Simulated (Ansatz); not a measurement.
Input file for Ansatz (a quantum-chemistry and plane-wave program): R-RI-MP2/aug-cc-pV(T+d)Z on H4N2OSi (a complex), monomers drawn apart or pushed together. Files ending in .json are basis or fitting sets from the Basis Set Exchange.

Ansatz 0.2 input:
```yaml
crystal:
  periodic: [false, false, false]
  atoms:
    - {symbol: N, position_ang: [0.50565064, 0.47640010, -1.19338060]}
    - {symbol: N, position_ang: [0.49268073, 0.56277065, -0.10672647]}
    - {symbol: O, position_ang: [0.27148011, 0.61258359, 3.95981674]}
    - {symbol: Si, position_ang: [-0.49156215, -0.67787657, 4.64783440]}
    - {symbol: H, position_ang: [0.34811133, 0.63680126, 3.00195636]}
    - {symbol: H, position_ang: [-1.89857245, -0.79450957, 4.18755442]}
    - {symbol: H, position_ang: [-0.46206063, -0.44413767, 6.10523898]}
    - {symbol: H, position_ang: [0.19516547, -1.95596384, 4.33162853]}
basis:
  gaussian:
    orbitals: aug-cc-pV_T+d_Z.json
    fitting: {mean_field: def2-universal-JKFIT, correlation: aug-cc-pVTZ-RIFIT.json}
magnetization: {spin_polarized: false}
correlation: {method: mp2, electrons: outside_noble_gas}
scf: {lower_state_search: off}
```

It printed:

```
Functional definition: HF
[...]
these checks for a lower state are left out or cut short: stability, starts, cluster_reference, orbital_swaps, neighbouring_geometries, increment
integrals: 0.29 GiB planned
431 factors; integrals over basis functions are off by at most 1.1e0 eV
mean field: 0.50 GiB planned
mean field evaluation 1: about -12928.0764 eV, gradient 3.7e1 eV
mean field evaluation 2: about -12929.9199 eV, gradient 2.4e1 eV
mean field evaluation 4: about -12930.8557 eV, gradient 4.5e-1 eV
mean field -12930.85677114 eV, -475.2002214897 hartree, gradient 2.1e-6 eV, S^2 0.000000; 0 other end points of the search recorded, 0 dependent functions left out
8 core orbitals not correlated
649 factors; their error is unknown
reference -12930.85677114 eV, -475.2002214897 hartree; 12, 12 occupied and 265, 265 virtual orbitals, 649 factors
second order -20.76934681 eV of doubles, -0.00000000 eV of singles
Total energy: -12951.62611794 eV, -475.9634809070 hartree
Checks for a lower state left out: stability, starts, cluster_reference, orbital_swaps, neighbouring_geometries, increment
```

The calculation finished and met its thresholds.

Cost: roughly 1.8 core-seconds.
